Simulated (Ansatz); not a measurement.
Species: CH2BO2, charge 0, multiplicity 2. It need not be the lowest isomer of its formula. SMILES: O=C[B]O
Geometry from a B3LYP-D3(BJ)/def2-TZVP (Ansatz, a program for electronic structure) optimisation:
```xyz
6

B      0.6959     0.2331    -0.1119
O      1.0773     1.4216     0.2993
C     -0.2666    -0.9343     0.0334
O     -1.4039    -0.8558    -0.4460
H      0.6324     1.8021     1.0725
H      0.1007    -1.8881     0.4608
```
Charge 0, spin multiplicity 2.

Parts of the frozen-core correlation energy in STO-3G (Ansatz, hartree). Frozen orbitals: 4; correlated occupied orbitals by spin: 11 and 10; virtual: 7 and 8. UHF or UKS for open shells. Spin-orbit coupling is left out. No relativistic terms.

```
term                            value
-------------------------  ----------
reference (HF)             -210.56406
MP2 opposite-spin            -0.11479
MP2 same-spin                -0.02929
CCSD correlation             -0.20222
(T)                          -0.00611
T1 diagnostic                   0.046
largest doubles amplitude       0.110
<S^2> of the reference          1.064
```
